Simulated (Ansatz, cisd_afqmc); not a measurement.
System: CH₆Ge, charge 0, singlet. CH6Ge (methylgermane, SMILES [CH3][GeH3]).
B3LYP-D3(BJ)/def2-TZVP minimum from Ansatz (a quantum-chemistry and plane-wave program):
```
Ge
H 1 1.5406
H 1 1.5406 2 108.57
H 1 1.5406 2 108.57 3 -117.86
C 1 1.9658 2 110.36 4 -121.07
H 5 1.0895 1 110.20 2 -60.00
H 5 1.0895 6 108.73 1 -120.89
H 5 1.0895 6 108.73 7 -118.23
```
Charge 0, spin multiplicity 1.

Atomisation energy term by term, kcal/mol (programs: Ansatz, cisd_afqmc). Open shells are spin-unrestricted; no spin-orbit coupling. Correlated methods leave the cores frozen (noble-gas shells, and filled d and f shells in the p block). No relativity. AFQMC/CISD: phaseless, guided by CISD from CCSD amplitudes; bars are statistical, one sigma. Outlying blocks are dropped, and bars are widened where a walk drifts. Over all cases where full CI ran beside it in this data, AFQMC minus full CI had a median of +0.1 mEh and passed +0.4 mEh in a tenth of the cases. CBS(X,Y): correlation extrapolated as X^-3, Hartree-Fock from the larger set (Q,5: extrapolated as (X+1)exp(-9√X)). A bracket is a step between two methods taken in the basis named. Where a partner has so few electrons that a lower coupled-cluster level is exact, that level stands in.

```json
[
 {"term": "Hartree-Fock", "basis": "CBS(cc-pVQZ,cc-pV5Z)", "kcal/mol": "455.46"},
 {"term": "CCSD correlation", "basis": "CBS(cc-pVQZ,cc-pV5Z)", "kcal/mol": "134.96"},
 {"term": "(T)", "basis": "CBS(cc-pVQZ,cc-pV5Z)", "kcal/mol": "5.17"},
 {"term": "CCSDT(Q) - CCSD(T)", "basis": "cc-pVTZ", "kcal/mol": "0.13"},
 {"term": "sum: De", "basis": "", "kcal/mol": "595.7"}
]
```

The step beyond CCSD(T) by other levels: AFQMC/CISD in cc-pVDZ 0.53 ± 0.20; CCSDT(Q) in cc-pVDZ 0.34; AFQMC/CISD in cc-pVTZ 0.16 ± 0.20 kcal/mol.
